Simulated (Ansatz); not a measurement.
CH3BOS (`SC1BO1`). The species carries charge 0 and has multiplicity 1. The geometry is a stationary point of PBE0-D4/def2-TZVP. It is one conformer, not always the lowest.

```xyz
7

S    -0.058    1.803   -0.279
C     0.514    0.225    0.252
B    -0.181   -1.097    0.019
O    -0.371   -0.552    1.211
H    -0.892    1.388   -1.246
H     1.529    0.282    0.631
H    -0.540   -2.049   -0.587
```

**Question.** What is the dipole moment at PBE/def2-TZVPP? (An estimate is asked.)

**Answer.** The calculation gave: 1.50 D, with components (0.37, -0.79, -1.23) D in this frame, pointing from negative to positive charge.

**Question.** And with r2SCAN, B3LYP, ωB97M-V? (Estimate.)

**Answer.** Ansatz gave: r2SCAN 1.65 D, B3LYP 1.69 D, ωB97M-V 1.70 D.

**Question.** Give the Mulliken charges with PBE, r2SCAN, ωB97M-V in def2-TZVPP. (An estimate is asked.)

**Answer.** Computed: 
```
atom    PBE  r2SCAN  ωB97M-V
  S1  -0.13   -0.11    -0.09
  C2   0.04    0.08    -0.01
  B3  -0.02    0.05    -0.01
  O4  -0.15   -0.22    -0.22
  H5   0.11    0.09     0.10
  H6   0.12    0.09     0.13
  H7   0.03    0.02     0.10
```

B3LYP here is the variant with VWN-RPA as its local correlation; programs differ in this.
